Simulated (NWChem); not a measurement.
## Atomisation of F$_{4}$Ge

SMILES: [F][Ge]([F])([F])[F]
```xyz
5

F      0.0000     1.3865     0.9804
Ge     0.0000     0.0000     0.0000
F      0.0000    -1.3865     0.9804
F     -1.3865     0.0000    -0.9804
F      1.3865     0.0000    -0.9804
```
Charge 0, spin multiplicity 1.

The numbers come from NWChem runs, not from measurements. The geometry was optimised at PBE0/def2-SVP, a minimum by its harmonic frequencies.

Basis set: def2-TZVP. The atomisation energy is electronic alone: no zero-point, thermal, spin-orbit or counterpoise terms. No value is extrapolated to the basis-set limit. Free atoms are single determinants with multiplicities F 2, Ge 3. Correlated methods freeze the same cores in atoms and molecule, 13 orbitals in all.

```csv
method,atomisation energy (kcal/mol),relative cost
HF,314.2,1
PBE,467.6,under 3
MP2,481.3,5
B3LYP,444.2,under 3
BP86,463.6,under 3
TPSS,456.5,under 3
PBE0,446.2,under 3
LC-wPBE (omega 0.3 per bohr),464.6,10
```

The values span 167.1 kcal/mol, from HF (lowest) to MP2 (highest). The cost column gives rough processor time relative to HF; each entry includes its own SCF. Costs are the molecule's.

The Hamiltonian is non-relativistic. B3LYP has NWChem's definition, with VWN1-RPA local correlation. GW and range-separated runs recompute their integrals, the others keep them in memory, which bears on the times. The structure started from a generated list of species. No SCF solution was tested for a lower state. Open-shell Hartree-Fock references start from PBE0 orbitals; any time given for them includes that run.
